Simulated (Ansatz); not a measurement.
Cost and result for the atomization energy of C2H2BFO2 (`FB1OC=CO1`) (8 atoms, 8 bonds).

Total charge 0; spin multiplicity 1. The structure was optimised at the PBE0-D4/def2-TZVP level. Program: Ansatz. All runs use 2 threads of an Arm Neoverse V2 on a shared host. Times are those of one run each, without the atoms' runs, and a repeat can differ threefold. Electronic energies, without spin–orbit coupling; frozen cores. CCSD(T)/CBS adds CCSD(T) − MP2 in def2-TZVPP to the MP2 limit, and its time is that of the two runs behind it. T1 = 0.014. HSE06 is the plane-wave form, built on full-range PBE exchange.

CCSD(T)/CBS is a level of theory with its own doubt, some kJ/mol a heavy atom from the limit and from the frozen cores, so smaller differences don't rank the functionals.

```tsv
level	functions	wall time
LDA (SPW92)/def2-TZVPP	214	1.4 s
BLYP-D4/def2-TZVPP	214	2.7 s
BHLYP-D4/def2-TZVPP	214	3.2 s
HSE06-D4/def2-TZVPP	214	3.4 s
CAM-B3LYP-D4/def2-TZVPP	214	3.6 s
B2PLYP/def2-TZVPP	214	6 s
CCSD(T)/def2-SVP	94	6 s
ωB97X-V/def2-TZVPP	214	9 s
B97M-V/def2-TZVPP	214	9.5 s
ωB97M-V/def2-TZVPP (with forces)	214	13 s
MP2/def2-QZVPP	402	22 s
CCSD(T)/def2-TZVPP	214	2.5 min
CCSD(T)/CBS(def2)	–	2.9 min
```

What atomization energy does each give, and how far from CCSD(T)/CBS? (Estimate.)

The calculation gave: 
| level | atomization (kJ/mol) | difference from CCSD(T)/CBS | per bond |
| --- | --- | --- | --- |
| LDA (SPW92)/def2-TZVPP | 4655.7 | 733.4 | 91.7 |
| BLYP-D4/def2-TZVPP | 3953.5 | 31.2 | 3.9 |
| BHLYP-D4/def2-TZVPP | 3745.7 | -176.6 | -22.1 |
| HSE06-D4/def2-TZVPP | 3970.9 | 48.6 | 6.1 |
| CAM-B3LYP-D4/def2-TZVPP | 3957.5 | 35.2 | 4.4 |
| B2PLYP/def2-TZVPP | 3902.0 | -20.3 | -2.5 |
| CCSD(T)/def2-SVP | 3765.3 | -157.0 | -19.6 |
| ωB97X-V/def2-TZVPP | 3933.0 | 10.7 | 1.3 |
| B97M-V/def2-TZVPP | 3943.7 | 21.4 | 2.7 |
| ωB97M-V/def2-TZVPP (with forces) | 3951.4 | 29.1 | 3.6 |
| MP2/def2-QZVPP | 4047.8 | 125.5 | 15.7 |
| CCSD(T)/def2-TZVPP | 3817.7 | -104.6 | -13.1 |
| CCSD(T)/CBS(def2) | 3922.3 | 0.0 | 0.0 |

From BLYP to BHLYP (50 % exact exchange), in def2-TZVPP and without D4, the atomization energy moves by −190.2 kJ/mol: exact exchange takes away binding that semilocal exchange gives to molecules. In def2-TZVPP, CCSD(T) changes the Hartree–Fock value by +1006.7 kJ/mol (the triples alone add +81.8 kJ/mol) and MP2 by +1174.5 kJ/mol; breaking electron pairs costs correlation energy, which Hartree–Fock lacks. At CCSD(T), def2-SVP lies −156.9 kJ/mol from the extrapolated value and def2-TZVPP −104.5 kJ/mol: correlation converges slowly with the basis, and small sets miss more of it in the bonded molecule than in its fragments.
